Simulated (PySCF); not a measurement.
Level of theory: PBE-D3(BJ)/def2-TZVP // B3LYP-D3(BJ)/def2-TZVP in PySCF. Gas-phase values, no solvent. 

Reference species (SMILES): `[GaH]([F])[F]` (neutral, multiplicity 1).

```json
{
  "dipole_moment": "2.43 D"
}
```

Changed species: `[F][Ga]([F])[F]` (whole molecule; the reference has whole molecule).

### Question
What does the change do to the dipole moment?

### Answer
the dipole moment drops by 2.43 D, to 0.00 D.
